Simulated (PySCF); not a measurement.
Species: C₅H₆F₂O.
Bonds: F1–C2, C2–O3, O3–C4, C4–C5 (double), C5–F6, C5–C7, C7–C8, C4–C8. Hydrogens: H9, H10 on C2; H11, H12 on C7; H13, H14 on C8.

Structure optimised with GFN2-xTB, isolated species.

(1) What internal coordinates does the optimisation give?

Answers

(1) 
```json
{"bond": "F1–C2", "length (Å)": "1.350"}
{"bond": "C2–O3", "length (Å)": "1.395"}
{"bond": "O3–C4", "length (Å)": "1.351"}
{"bond": "C4=C5", "length (Å)": "1.330"}
{"bond": "C5–F6", "length (Å)": "1.349"}
{"bond": "C5–C7", "length (Å)": "1.501"}
{"bond": "C7–C8", "length (Å)": "1.554"}
{"bond": "C4–C8", "length (Å)": "1.508"}
{"bond": "C2–H9, C2–H10", "length (Å)": "1.102"}
{"bond": "C7–H11, C7–H12", "length (Å)": "1.088"}
{"bond": "C8–H13, C8–H14", "length (Å)": "1.087"}
```

Bonds in one row agree within 0.01 Å and their mean is given. A selection of angles:
```json
{"angle": "F1–C2–O3", "degrees": "107.1"}
{"angle": "C2–O3–C4", "degrees": "114.4"}
{"angle": "O3–C4–C5", "degrees": "138.2"}
{"angle": "O3–C4–C8", "degrees": "128.7"}
{"angle": "C5–C4–C8", "degrees": "93.1"}
{"angle": "C4–C5–F6", "degrees": "134.3"}
{"angle": "C4–C5–C7", "degrees": "95.4"}
{"angle": "F6–C5–C7", "degrees": "130.3"}
{"angle": "C5–C7–C8", "degrees": "85.0"}
{"angle": "C4–C8–C7", "degrees": "86.5"}
```

Dihedral angles: F1–C2–O3–C4 180° (antiperiplanar); C2–O3–C4–C5 0° (synperiplanar); O3–C4–C5–F6 0° (synperiplanar); C4–C5–C7–C8 0° (synperiplanar); C5–C7–C8–C4 0° (synperiplanar); O3–C4–C8–C7 180° (antiperiplanar).

The 2 C–O bonds span 1.351 Å (O3–C4, drawn single) to 1.395 Å (C2–O3, drawn single), a spread of 0.044 Å. The 8 heavy atoms lie in one plane (0.001 Å rms). O3 (ether oxygen) is bent (angle 114.4°). Of the pairs four or more bonds apart, C2···F6 is among the closest relative to their van der Waals radii: 3.13 Å, 99 % of the sum of Bondi's values. The 4-membered ring C4–C5–C7–C8 has internal angles of 85.0° to 95.4° (sum 360°, against 360° for a flat polygon); it is planar, 0.00 Å rms from its mean plane, widest ring torsion 0°. The C–C distances run from 1.330 Å (C4=C5, drawn double) to 1.554 Å (C7–C8, drawn single), a spread of 0.224 Å.

Point group: Cs (tolerance 0.08 Å). No GFN2-xTB frequencies stand behind this structure, so it isn't proved a minimum. The numbers are those of one conformer.

The numbers are calculated, not measured.
